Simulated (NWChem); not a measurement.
System: trichloroethylene (C₂HCl₃); SMILES ClC=C(Cl)Cl

NWChem input:

```
start job
memory heap 200 mb stack 900 mb global 1100 mb
geometry units angstroms noautoz
  Cl    -0.374122    -2.249357     0.000000
  C     -0.925272    -0.631667     0.000000
  C     -0.108454     0.430210     0.000000
  Cl     1.598862     0.313195     0.000000
  Cl    -0.754350     2.025529     0.000000
  H     -2.007731    -0.496290     0.000000
end
basis spherical
  * library sto-3g
end
dft
  xc b3lyp
  iterations 150
  mulliken
end
task dft energy
```

NWChem printed, in part:

```
             Northwest Computational Chemistry Package (NWChem) 7.3.0
             --------------------------------------------------------

 CS  symmetry detected

                             Geometry "geometry" -> ""
                             -------------------------

 Output coordinates in angstroms (scale by  1.889725989 to convert to a.u.)

  No.       Tag          Charge          X              Y              Z
 ---- ---------------- ---------- -------------- -------------- --------------
    1 Cl                  17.0000    -0.36010781    -2.24819053     0.00000000
    2 C                    6.0000    -0.91893855    -0.63313776     0.00000000
    3 C                    6.0000    -0.10717562     0.43260862     0.00000000
    4 Cl                  17.0000     1.60067714     0.32370780     0.00000000
    5 Cl                  17.0000    -0.76064499     2.02484043     0.00000000
    6 H                    1.0000    -2.00202862    -0.50290594     0.00000000

 Effective nuclear repulsion energy (a.u.)     318.3146016397

      Symmetry information
      --------------------

 Group name             Cs
 Group number              2
 Group order               2
 No. of unique centers     6

                                 NWChem DFT Module
                                 -----------------

 Summary of "ao basis" -> "ao basis" (spherical)
 ------------------------------------------------------------------------------
       Tag                 Description            Shells   Functions and Types
 ---------------- ------------------------------  ------  ---------------------
 Cl                          sto-3g                  5        9   3s2p
 C                           sto-3g                  3        5   2s1p
 H                           sto-3g                  1        1   1s

      Symmetry analysis of basis
      --------------------------

        a'         30
        a"          8

            General Information
            -------------------
          SCF calculation type: DFT
          Wavefunction type:  closed shell.
          No. of atoms     :     6
          No. of electrons :    64
           Alpha electrons :    32
            Beta electrons :    32
          Charge           :     0
          Spin multiplicity:     1
          Use of symmetry is: on ; symmetry adaption is: on
          Maximum number of iterations: 150
          AO basis - number of functions:    38
                     number of shells:    22
          Convergence on energy requested:  1.00D-06
          Convergence on density requested:  1.00D-05
          Convergence on gradient requested:  5.00D-04

              XC Information
              --------------
                         B3LYP Method XC Potential
                     Hartree-Fock (Exact) Exchange  0.200
                        Slater Exchange Functional  0.800 local
                    Becke 1988 Exchange Functional  0.720 non-local
              Lee-Yang-Parr Correlation Functional  0.810
                  VWN I RPA Correlation Functional  0.190 local

             Grid Information
             ----------------
          Grid used for XC integration:  medium
          Radial quadrature: Mura-Knowles
          Angular quadrature: Lebedev.
          Tag              B.-S. Rad. Rad. Pts. Rad. Cut. Ang. Pts.
          ---              ---------- --------- --------- ---------
          Cl                  1.00       88          10.0       590
          C                   0.70       49           7.0       434
          H                   0.35       45           9.0       434
          Grid pruning is: on
          Number of quadrature shells:   407
          Spatial weights used:  Erf1

      Superposition of Atomic Density Guess
      -------------------------------------

 Sum of atomic energies:       -1438.47773373

      Non-variational initial energy
      ------------------------------

 Total energy =   -1439.324950
 1-e energy   =   -2626.364453
 2-e energy   =     868.724901
 HOMO         =      -0.062692
 LUMO         =       0.267387

      Symmetry analysis of molecular orbitals - initial
      -------------------------------------------------

  Numbering of irreducible representations:

     1 a'          2 a"

  Orbital symmetries:

     1 a'          2 a'          3 a'          4 a'          5 a'
     6 a'          7 a'          8 a'          9 a'         10 a'
    11 a'         12 a'         13 a"         14 a"         15 a'
    16 a"         17 a'         18 a'         19 a'         20 a'
    21 a'         22 a'         23 a'         24 a'         25 a"
    26 a'         27 a"         28 a"         29 a'         30 a'
    31 a'         32 a"         33 a'         34 a"         35 a'
    36 a'         37 a'         38 a'

     ---------------------------------------------
      Total Density - Mulliken Population Analysis
     ---------------------------------------------

    Atom       Charge   Shell Charges
 -----------   ------   -------------------------------------------------------
    1 Cl  17    17.32   2.00  2.00  5.99  1.93  5.40
    2 C    6     5.82   1.99  1.21  2.61
    3 C    6     5.32   1.99  1.14  2.19
    4 Cl  17    17.32   2.00  2.00  5.99  1.93  5.40
    5 Cl  17    17.31   2.00  2.00  5.99  1.93  5.39
    6 H    1     0.91   0.91

   convergence    iter        energy       DeltaE   RMS-Dens  Diis-err
 ---------------- ----- ----------------- --------- --------- ---------
 d= 0,ls=0.0,diis     1  -1441.1979351282 -1.76D+03  6.71D-02  8.14D-01
 d= 0,ls=0.0,diis     2  -1441.0224335742  1.76D-01  4.06D-02  2.00D+00
 d= 0,ls=0.0,diis     3  -1441.3594375757 -3.37D-01  5.42D-03  5.24D-03
 d= 0,ls=0.0,diis     4  -1441.3582627078  1.17D-03  2.98D-03  1.37D-02
 d= 0,ls=0.0,diis     5  -1441.3604779693 -2.22D-03  3.39D-04  2.65D-05
  Resetting Diis
 d= 0,ls=0.0,diis     6  -1441.3604871894 -9.22D-06  4.73D-05  9.65D-07
 d= 0,ls=0.0,diis     7  -1441.3604874298 -2.40D-07  9.03D-06  1.20D-08

[...]
```

Level: B3LYP/STO-3G. All runs use the structure optimised with PBE0/def2-SVP.
